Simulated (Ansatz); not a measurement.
`CC[CH](C)[AlH2]` + H₂O → `C[CH]([AlH2])CO` + CH₄  (formal hydrolysis of a C–C bond)

Isolated molecules relaxed with PBE0-D4/def2-TZVP in Ansatz; ΔE leaves out vibrations. CCSD(T)/CBS adds triple-zeta CCSD(T) − MP2 to the extrapolated MP2 energy (def2 sets, frozen cores). This one scheme is used for every species. DFT in def2-TZVPP. One conformer a species, not always the lowest.

CCSD(T)/CBS gives +8.7 kcal/mol.

(1) Another level gave +4.5 kcal/mol. Which?
A. r2SCAN/def2-TZVPP
B. CCSD(T)/def2-TZVPP
C. MP2/def2-TZVPP
D. HF/def2-TZVPP

Largest T1 diagnostic among the species: 0.010.

## Answers

(1) D. HF/def2-TZVPP 4.5, r2SCAN 6.2, CCSD(T)/def2-TZVPP 7.9, MP2/def2-TZVPP 9.1 kcal/mol.

From PBE to PBE0 (25 % exact exchange), in def2-TZVPP and without D4, ΔE moves by +0.8 kcal/mol. In def2-TZVPP, CCSD(T) changes the Hartree–Fock value by +3.4 kcal/mol (the triples alone add +0.2 kcal/mol) and MP2 by +4.6 kcal/mol.
